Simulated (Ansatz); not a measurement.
`[F][SnH]([F])[I]` → `[F][Sn][F]` + HI  (stannylene formation by 1,1-elimination)

Isolated molecules relaxed with PBE0-D4/def2-TZVP in Ansatz; ΔE leaves out vibrations. CCSD(T)/CBS adds triple-zeta CCSD(T) − MP2 to the extrapolated MP2 energy (def2 sets, frozen cores). Functionals use def2-TZVPP. B3LYP here is the variant with VWN-RPA as its local correlation; programs differ in this. def2 core potentials past Kr. For I, Sn outer-core shells are correlated without core-valence functions, which leaves a few kJ/mol of doubt a bond.

`[F][SnH]([F])[I]`:

Z-matrix (Å, degrees):
```
Sn
F 1 1.902
I 1 2.630 2 107.8
F 1 1.902 2 103.0 3 113.9
H 1 1.692 2 109.2 3 -130.2
```

`[F][Sn][F]`:

```xyz
3

F    -1.208    0.790    0.394
Sn    0.312    0.363   -0.720
F     0.896   -1.153    0.326
```

HI:

```xyz
2

I    -0.194    0.357    0.695
H     0.194   -0.357   -0.695
```

**Question.** Is it downhill or uphill in electronic energy at CCSD(T)/CBS, and by how much? (An estimate is asked.)

**Answer.** Computed: Uphill: ΔE = +0.56 eV.

**Question.** What do these levels give: B3LYP-D4, ωB97X-V, ωB97M-V, PBE, revPBE, r2SCAN0, BHLYP, LC-ωPBE, HF/def2-SVP, MP2/def2-TZVPP, HF/def2-QZVPP, MP2/CBS(def2)? (An estimate is asked.)

**Answer.** Computed: B3LYP-D4 0.29, ωB97X-V 0.56, ωB97M-V 0.47, PBE 0.28, revPBE 0.15, r2SCAN0 0.62, BHLYP 0.41, LC-ωPBE 0.61, HF/def2-SVP 0.52, MP2/def2-TZVPP 0.49, HF/def2-QZVPP 0.58, MP2/CBS(def2) 0.57 eV.

Largest T1 diagnostic among the species: 0.017.

In def2-TZVPP, CCSD(T) changes the Hartree–Fock value by −0.09 eV (the triples alone add +0.02 eV) and MP2 by −0.08 eV. Leaving LDA and LC-ωPBE aside and taking each functional with its dispersion term where it has one, the values, not all of them listed here, spread over 0.54 eV, from BLYP-D4 to PBE-QIDH. LDA lies +0.28 eV from PBE without D4.
